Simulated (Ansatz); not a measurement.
Program: Ansatz. Geometries: PBE0-D4/def2-TZVP. ΔE: electronic, gas phase. CBS: MP2 limit from def2 TZ/QZ plus the TZ coupled-cluster correction, frozen cores. Functionals use def2-TZVPP. B3LYP here is the variant with VWN-RPA as its local correlation; programs differ in this. For Ge outer-core shells are correlated without core-valence functions, which leaves a few kJ/mol of doubt a bond. Scalar relativity is left out up to krypton. One conformer a species, not always the lowest.

Reaction (cleavage of the Ge–Si bond): `[SiH3][GeH2][SiH2][GeH2][SiH3]` + CH₃NH₂ → `C[NH][GeH2][SiH3]` + `[SiH3][GeH2][SiH3]`

| level | ΔE (kJ/mol) |
| --- | --- |
| B3LYP-D4 | 37.6 |
| MP2/CBS(def2) | 38.8 |

Q: What does CCSD(T)/CBS give? (Best estimate.)

A: Ansatz gave: +38.9 kJ/mol. The listed levels differ from it by -1.3, -0.1 kJ/mol.

Largest T1 diagnostic among the species: 0.012.

The D4 term adds +9.6 kJ/mol with B3LYP and +6.0 kJ/mol with PBE0; it sums over pairs of atoms, weighted by their polarisabilities, and B3LYP, whose exchange is more repulsive, gets the larger term. In def2-TZVPP, CCSD(T) changes the Hartree–Fock value by +18.3 kJ/mol (the triples alone add +2.0 kJ/mol) and MP2 by +18.2 kJ/mol.
